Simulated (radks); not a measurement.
The numbers below are computed, except where a source is named.
Fractional charge and spin in the 5p shell of terbium: the spin-up occupation runs from 2 to 3 and the spin-down occupation from 2 to 3; the fullest corner is Tb, [Kr] 4d10 4f(up 4.5, down 4.5) 5s2 6s2 5p(up 3, down 3). Code: a radial shooting solver on a logarithmic mesh with Libxc functionals. Model: scalar-relativistic Kohn-Sham, r2SCAN, spin-polarised, spherical densities, finite nucleus; meta-GGA in the generalised Kohn-Sham scheme; Fermi nuclear charge, rms radius of each element as measured or else 0.836 A^(1/3) + 0.57 fm. Energy (eV) minus the two flat planes that join the four corners (they meet along the diagonal where the two added fractions sum to one electron); zero is where a piecewise linear energy would lie.

| down \ up | 2 | 2.25 | 2.5 | 2.75 | 3 |
|---|---|---|---|---|---|
| 2 | 0.000 | -1.058 | -1.405 | -1.049 | 0.000 |
| 2.25 | -1.058 | -1.314 | -0.873 | 0.254 | -0.939 |
| 2.5 | -1.405 | -0.873 | 0.338 | -0.777 | -1.239 |
| 2.75 | -1.049 | 0.254 | -0.777 | -1.161 | -0.919 |
| 3 | 0.000 | -0.939 | -1.239 | -0.919 | 0.000 |

Corners above the fullest one (they belong to Tb+ and the next ion): (up 3, down 2) 30.613 eV, (up 2, down 3) 30.613 eV, (up 2, down 2) 73.196 eV. With half an added electron in each spin the energy lies 0.338 eV from the planes, and with half an added electron in spin up alone -1.405 eV. The planes are only a guide here: the flat-plane condition holds for ground states with one frontier orbital, while this shell lies below other occupied shells, so the corners above the fullest one are inner-hole states and not the ground states of those ions.
